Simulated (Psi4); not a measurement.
HKO, singlet, geometry from GFN2-xTB (such geometries of metal compounds can be far from the true shape); Psi4 with B3LYP/3-21G.

Psi4 was given this input:
```
memory 2 GB

molecule mol {
0 1
K    -0.515992   -0.253325   -0.435053
O     1.047786    0.444316    0.880931
H     1.421565    1.258641    1.218564
symmetry c1
}

set {
  basis 3-21g
  reference rks
}

energy('b3lyp')
print_variables()
```

It wrote (shortened):

```
   => Loading Basis Set <=

    Name: 3-21G
    Role: ORBITAL
    Keyword: BASIS

         ---------------------------------------------------------
                                   SCF
               by Justin Turney, Rob Parrish, Andy Simmonett
                          and Daniel G. A. Smith
                              RKS Reference
         ---------------------------------------------------------

  ==> Geometry <==

    Molecular point group: c1
    Full point group: Cs

    Geometry (in Angstrom), charge = 0, multiplicity = 1:

       Center              X                  Y                   Z               Mass
    ------------   -----------------  -----------------  -----------------  -----------------
         K           -0.629952571446    -0.226694677061    -0.000000000000    38.963706486400
         O            1.413781219705     0.471209813058     0.000000000000    15.994914619570
         H            1.916976789091     1.285842373238    -0.000000000000     1.007825032230

  Running in c1 symmetry.

  Rotational constants: A =     50.50043  B =      0.29054  C =      0.28887 [cm^-1]
  Rotational constants: A = 1513964.69613  B =   8710.04251  C =   8660.21910 [MHz]
  Nuclear repulsion =   45.060595565548198

  Charge       = 0
  Multiplicity = 1
  Electrons    = 28
  Nalpha       = 14
  Nbeta        = 14

  ==> Algorithm <==

  SCF Algorithm Type is DF.
  DIIS enabled.
  MOM disabled.
  Fractional occupation disabled.
  Guess Type is SAD.
  Energy threshold   = 1.00e-06
  Density threshold  = 1.00e-06
  Integral threshold = 1.00e-12

  ==> Primary Basis <==

  Basis Set: 3-21G
    Blend: 3-21G
    Number of shells: 16
    Number of basis functions: 28
    Number of Cartesian functions: 28
    Spherical Harmonics?: false
    Max angular momentum: 1

  ==> DFT Potential <==

   => LibXC <=

    Version 7.1.2
    S. Lehtola, C. Steigemann, M. J. T. Oliveira, and M. A. L. Marques,  SoftwareX 7, 1–5 (2018) (10.1016/j.softx.2017.11.002)

   => Composite Functional: B3LYP <=

    B3LYP Hyb-GGA Exchange-Correlation Functional

    P. J. Stephens, F. J. Devlin, C. F. Chabalowski, and M. J. Frisch,  J. Phys. Chem. 98, 11623 (1994) (10.1021/j100096a001)

    Deriv               =              1
    GGA                 =           TRUE
    Meta                =          FALSE

    Exchange Hybrid     =           TRUE
    MP2 Hybrid          =          FALSE

   => Exchange Functionals <=

    0.0800   Slater exchange
    0.7200         Becke 88

   => Exact (HF) Exchange <=

    0.2000               HF

   => Correlation Functionals <=

    0.1900   Vosko, Wilk & Nusair (VWN5_RPA)
    0.8100   Lee, Yang & Parr

   => LibXC Density Thresholds  <==

    XC_HYB_GGA_XC_B3LYP:  1.00E-15

   => Molecular Quadrature <=

    Radial Scheme          =       TREUTLER
    Pruning Scheme         =           NONE
    Nuclear Scheme         =       TREUTLER

    Blocking Scheme        =         OCTREE
    BS radius alpha        =              1
    Pruning alpha          =              1
    Radial Points          =             75
    Spherical Points       =            302
    Total Points           =          65519
    Total Blocks           =            568
    Max Points             =            255
    Max Functions          =             28
    Weights Tolerance      =       1.00E-15

   => Loading Basis Set <=

    Name: (3-21G AUX)
    Role: JKFIT
    Keyword: DF_BASIS_SCF

  ==> Integral Setup <==

  SCF_SUBTYPE=INCORE selected. In-core MEM_DF algorithm will be used.
  Using in-core AOs.

  ==> MemDFJK: Density-Fitted J/K Matrices <==

    J tasked:                   Yes
    K tasked:                   Yes
    wK tasked:                   No
    Algorithm:                 Core
    Schwarz Cutoff:           1E-12
    Mask sparsity (%):       1.5306
    Fitting Condition:        1E-10

   => Auxiliary Basis Set <=

  Basis Set: (3-21G AUX)
    Blend: DEF2-UNIVERSAL-JKFIT
    Number of shells: 75
    Number of basis functions: 316
    Number of Cartesian functions: 316
    Spherical Harmonics?: false
    Max angular momentum: 4

  Minimum eigenvalue in the overlap matrix is 9.9836211407E-02.
  Reciprocal condition number of the overlap matrix is 3.1548382088E-02.
    Using symmetric orthogonalization.

  ==> Pre-Iterations <==

  SCF Guess: Superposition of Atomic Densities via on-the-fly atomic UHF (no occupation information).

   -------------------------
    Irrep   Nso     Nmo
   -------------------------
     A         28      28
   -------------------------
    Total      28      28
   -------------------------

  ==> Iterations <==

                           Total Energy        Delta E     RMS |[F,P]|

   @DF-RKS iter SAD:  -671.82405718363520   -6.71824e+02   0.00000e+00
   @DF-RKS iter   1:  -672.00269362895415   -1.78636e-01   3.01950e-02 ADIIS/DIIS
   @DF-RKS iter   2:  -665.10225805822108    6.90044e+00   8.56606e-02 ADIIS/DIIS
   @DF-RKS iter   3:  -672.10136987514966   -6.99911e+00   2.47286e-02 ADIIS/DIIS
   @DF-RKS iter   4:  -672.27835590562324   -1.76986e-01   1.38299e-03 ADIIS/DIIS
   @DF-RKS iter   5:  -672.27773537335099    6.20532e-04   2.35770e-03 ADIIS/DIIS
   @DF-RKS iter   6:  -672.28017204377795   -2.43667e-03   7.78736e-05 DIIS
   @DF-RKS iter   7:  -672.28017446331853   -2.41954e-06   8.16424e-06 DIIS
   @DF-RKS iter   8:  -672.28017454361304   -8.02945e-08   5.00342e-06 DIIS
   @DF-RKS iter   9:  -672.28017455779786   -1.41848e-08   3.29184e-07 DIIS
  Energy and wave function converged.

  ==> Post-Iterations <==

   Electrons on quadrature grid:
      Ntotal   =   27.9999840986 ; deviation = -1.590e-05

    Orbital Energies [Eh]
    ---------------------

    Doubly Occupied:

[...]
    Virtual:

[...]
    Final Occupation by Irrep:
              A
    DOCC [    14 ]
    NA   [    14 ]
    NB   [    14 ]

  @DF-RKS Final Energy:  -672.28017455779786

   => Energetics <=

    Nuclear Repulsion Energy =             45.0605955655481978
    One-Electron Energy =               -1016.3930030866101788
    Two-Electron Energy =                 333.2696786592733247
    DFT Exchange-Correlation Energy =     -34.2174456960092144
    Empirical Dispersion Energy =           0.0000000000000000
    VV10 Nonlocal Energy =                  0.0000000000000000
    Total Energy =                       -672.2801745577978636

Computation Completed

Properties will be evaluated at   0.000000,   0.000000,   0.000000 [a0]

Properties computed using the SCF density matrix

 Multipole Moments:

 ------------------------------------------------------------------------------------
     Multipole            Electronic (a.u.)      Nuclear  (a.u.)        Total (a.u.)
 ------------------------------------------------------------------------------------

 L = 1.  Multiply by 2.5417464519 to convert [e a0] to [Debye]
 Dipole X            :         -4.3629745            2.3775168           -1.9854577
 Dipole Y            :         -1.9765068            1.4141237           -0.5623832
 Dipole Z            :          0.0000000            0.0000000            0.0000000
 Magnitude           :                                                    2.0635690

 ------------------------------------------------------------------------------------

  Variable Map:
  ----------------------------------------------------------------------------
[...]
  Array Variable Map:
  ----------------------------------------------------------------------------
[...]
[...]
```
